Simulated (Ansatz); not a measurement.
H₆B₄, SMILES `BB(B)B` with one electron removed (charge 1, multiplicity 2), frozen-core CCSD(T)/cc-pVTZ // PBE0-D4/def2-TZVP (Ansatz, a quantum-chemistry and plane-wave program). The run hit its time limit unfinished.

Ansatz 0.2 input:
```yaml
crystal:
  periodic: [false, false, false]
  atoms:
    - { symbol: B, position_ang: [-0.474834, 1.454071, -0.527955] }
    - { symbol: B, position_ang: [0.00043, 0.000745, -0.00007] }
    - { symbol: B, position_ang: [-1.094725, -1.158007, 0.273538] }
    - { symbol: B, position_ang: [1.570127, -0.295846, 0.254488] }
    - { symbol: H, position_ang: [-0.75111, 2.321341, 0.248987] }
    - { symbol: H, position_ang: [-0.556108, 1.67675, -1.700961] }
    - { symbol: H, position_ang: [-1.408279, -1.914593, -0.599032] }
    - { symbol: H, position_ang: [-1.603302, -1.27018, 1.350976] }
    - { symbol: H, position_ang: [2.061641, -0.08481, 1.324999] }
    - { symbol: H, position_ang: [2.256159, -0.729472, -0.624972] }
basis:
  gaussian: { orbitals: cc-pVTZ }
correlation:
  method: ccsd_t
total_charge: 1
magnetization:
  spin_polarized: true
  initial_magnetization: 1
```

The last lines of the output:

```
mean field evaluation 192: about -2767.0359 eV, gradient 2.1e-1 eV
mean field evaluation 224: about -2767.0364 eV, gradient 2.1e-1 eV
mean field evaluation 256: about -2770.1790 eV, gradient 2.3e-4 eV
mean field evaluation 288: about -2766.3732 eV, gradient 6.6e-2 eV
mean field evaluation 320: about -2768.0543 eV, gradient 1.1e0 eV
mean field evaluation 352: about -2767.5241 eV, gradient 4.3e-4 eV
mean field evaluation 384: about -2767.5242 eV, gradient 8.0e-2 eV
mean field -2770.18215466 eV, -101.8023164868 hartree, gradient 2.3e-6 eV, S^2 0.779534; 14 other end points of the search recorded, 0 dependent functions left out
determinant -2770.18215466 eV, -101.8023164868 hartree, with singles and doubles -2781.97405247 eV, -102.2356607385 hartree
determinant -2770.18089245 eV, -101.8022701013 hartree, with singles and doubles -2781.97306370 eV, -102.2356244019 hartree
determinant -2770.17898859 eV, -101.8022001359 hartree, with singles and doubles -2781.97126663 eV, -102.2355583607 hartree
determinant -2770.16742766 eV, -101.8017752797 hartree, with singles and doubles -2781.97641531 eV, -102.2357475715 hartree
determinant -2770.16538217 eV, -101.8017001093 hartree, with singles and doubles -2781.97468690 eV, -102.2356840535 hartree
determinant -2770.16399922 eV, -101.8016492868 hartree, with singles and doubles -2781.97359361 eV, -102.2356438759 hartree
determinant -2768.10866847 eV, -101.7261172747 hartree, with singles and doubles -2780.05384982 eV, -102.1650945928 hartree
determinant -2768.10817733 eV, -101.7260992257 hartree, with singles and doubles -2780.05350499 eV, -102.1650819203 hartree
determinant -2767.52414336 eV, -101.7046363732 hartree, with singles and doubles -2779.99390687 eV, -102.1628917300 hartree
determinant -2767.52338502 eV, -101.7046085048 hartree, with singles and doubles -2779.99341535 eV, -102.1628736668 hartree
determinant -2770.18215466 eV, -101.8023164868 hartree, with singles and doubles -2781.68920127 eV, -102.2251926499 hartree
determinant -2770.18089245 eV, -101.8022701013 hartree, with singles and doubles -2781.68819473 eV, -102.2251556604 hartree
determinant -2770.17898859 eV, -101.8022001359 hartree, with singles and doubles -2781.68641946 eV, -102.2250904205 hartree
determinant -2770.16742766 eV, -101.8017752797 hartree, with singles and doubles -2781.68982291 eV, -102.2252154948 hartree
determinant -2770.16538217 eV, -101.8017001093 hartree, with singles and doubles -2781.68807621 eV, -102.2251513049 hartree
```
